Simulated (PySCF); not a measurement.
# Telling isomers of C5H11NO apart by NMR

PySCF 2.14 calculation with geometry: GFN2-xTB and shielding tensors at PBE0/pcSseg-1 (GIAO); gas phase, non-relativistic, single conformer, one averaged value for each set of equivalent atoms.

δ = σ(ref) − σ, references computed at the same level: $^{1}$H (σ = 31.72 ppm), $^{13}$C (σ = 186.93 ppm) against TMS. Where no couplings were computed, multiplicities follow the n + 1 count of equivalent neighbours, and m marks all less simple cases (inequivalent or close neighbours, rings, F or P nearby). Shifts are as computed. Against solution values, carbons near 30 ppm lie about +3 ppm off and those near 130 ppm about +5 ppm. Of 1211 compounds with measured shifts, 218 miss one by over three times the rms of a fit or turn the order of signals round; such compounds aren't used in these exercises. OH and NH positions are gas-phase values without hydrogen bonding to other molecules.

(1) Tabulate the signals of `CN(C)CCC=O`, `CO[C@H]1C[C@@H](N)C1` and their relative energies.

(2) What is the quickest way to tell CN(C)CCC=O from CO[C@H]1C[C@@H](N)C1?

Answers

(1) 
| SMILES | carbon types | δC | δH | E rel. (kcal/mol) |
| --- | --- | --- | --- | --- |
| CN(C)CCC=O | 1×CH 2×CH2 2×CH3 | 211.3, 56.0, 49.5, 47.0 | 10.02 (t, 1H), 2.61 (t, 2H), 2.42 (m, 2H), 2.20 (s, 6H) | 0.0 |
| CO[C@H]1C[C@@H](N)C1 | 2×CH 2×CH2 1×CH3 | 69.6, 57.2, 43.5, 42.9 | 3.39 (m, 1H), 3.31 (s, 3H), 2.96 (m, 1H), 2.72 (m, 2H), 1.50 (m, 2H), 0.77 (br s, 2H) | 7.8 |

Energies are electronic energies at PBE0/pcSseg-1 on these geometries, without zero-point or thermal terms, each for the one conformer computed, which needn't be the lowest.

(2) Both give the same number of carbon signals, but DEPT or the intensities differ. The first has an aldehyde carbonyl carbon (CH) at 211.3 ppm, the second an sp3 CH bonded to O at 69.6 ppm. In the proton spectra the most deshielded non-exchanging signals are 10.02 (t, 1H) and 3.39 (m, 1H).
